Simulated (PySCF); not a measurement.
# Two-component Hartree-Fock for P⁴⁺ (phosphorus, charge +4)

Start: [Ne] 3s1; 3s1/2 filled at m_j = +1/2. Calculated with PySCF 2.14 in x2c-SVPall-2c (4s4p1d, 21 functions): generalised Hartree-Fock with the X2C-1e Hamiltonian and a Gaussian nucleus; one run each with spin-orbit coupling (SO) switched off, then screened by Boettger's factors.

```csv
spinor shell,electrons,"ε, spin-free (eV)","ε, screened SO (eV)",weight of nominal j (screened SO),"rms radius, screened SO (bohr)"
1s1/2,2,-2240.2,-2240.2,1.000,0.120
2s1/2,2,-261.71,-261.71,1.000,0.559
2p1/2,2,-203.67,-204.37,0.954,0.534
3s1/2,1,-64.245,-64.245,1.000,1.76
```

Question: Where does 2p3/2 lie, and what is the 2p spin-orbit splitting (screened SO)?

Answer: At -203.32 eV, 1.055 eV above 2p1/2.

```
   quantity   spin-free  screened SO
E (hartree)  -337.42116   -337.42138
        M_J         1/2          1/2
       ⟨J²⟩       0.750        0.750
       ⟨L²⟩       0.000        0.000
       ⟨S²⟩       0.750        0.750
```

Each row is a mean over spinors that exchange with the open shell spreads, by up to 1.133 eV (2s1/2).

Without spin-orbit coupling the j labels of p, d and f shells carry no meaning; the spin-free column gives the mean over the occupied spinors of each nl shell.
